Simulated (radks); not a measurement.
Charge is removed step by step from the 4p down level of Zr4+, starting from [Ar] 3d10 4s2 4p(up 3, down 3). All-electron calculation, scalar-relativistic Kohn-Sham, LDA (Slater exchange, Perdew-Wang correlation), spin-polarised, spherical densities, finite nucleus; Fermi nuclear charge, rms radius 4.2694 fm. Program: a radial shooting solver on a logarithmic mesh with Libxc functionals.

removed (e)  E - E(0) (eV)  eigenvalue (eV)  E minus straight line (eV)
0                    0.000          -72.933                       0.000
0.125                9.237          -74.891                      -0.866
0.25                18.719          -76.859                      -1.487
0.375               28.447          -78.836                      -1.862
0.5                 38.424          -80.821                      -1.989
0.625               48.648          -82.814                      -1.867
0.75                59.123          -84.816                      -1.496
0.875               69.848          -86.826                      -0.874
1                   80.824          -88.843                       0.000

Removing the whole electron costs 80.824 eV by Delta-SCF, against 72.933 eV from minus the eigenvalue at the starting occupation. Slater's transition state (half an electron removed) gives 80.821 eV. Integrating minus the eigenvalue over the occupation (Janak's theorem) gives 80.843 eV. In this scalar-relativistic scheme the density is built from large components alone, so the theorem holds only approximately. The mean slope of the eigenvalue, de/dn, is 15.9 eV per electron. Ionisation energy of Zr4+ in the NIST Atomic Spectra Database: 80.35 eV (semi-empirical).
